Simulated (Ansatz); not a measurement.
System: silicic acid, sum formula H4SiO4, net charge 0, singlet state. 
Coordinates optimised at B3LYP-D3(BJ)/def2-TZVP (Ansatz, a quantum-chemistry and plane-wave program):
SMILES: O[Si](O)(O)O
```xyz
9

Si     0.0000     0.0000     0.0000
O      1.0070    -0.0221    -1.2898
O     -1.4696     0.1493    -0.7044
O      0.1298    -1.3336     0.9396
O      0.3327     1.2064     1.0545
H      1.9177    -0.2768    -1.1241
H     -2.2079     0.3566    -0.1267
H     -0.1937    -2.1579     0.5689
H      0.4839     2.0782     0.6818
```
Charge 0, spin multiplicity 1.

Basis-set convergence of Hartree-Fock and CCSD correlation energies (hartree) with Ansatz. Correlated levels leave the core frozen unless marked. Spin-orbit coupling is left out. Non-relativistic.

```
basis            functions       E(HF)  E(corr, CCSD)
---------------  ---------  ----------  -------------
aug-cc-pV(D+d)Z        160  -590.98934       -0.92134
aug-cc-pV(T+d)Z        331           ?              ?
```

**Question.** Some entries are withheld; supply them.

**Answer.** 
- aug-cc-pV(T+d)Z, E(HF): -591.09795
- aug-cc-pV(T+d)Z, E(corr, CCSD): -1.11237
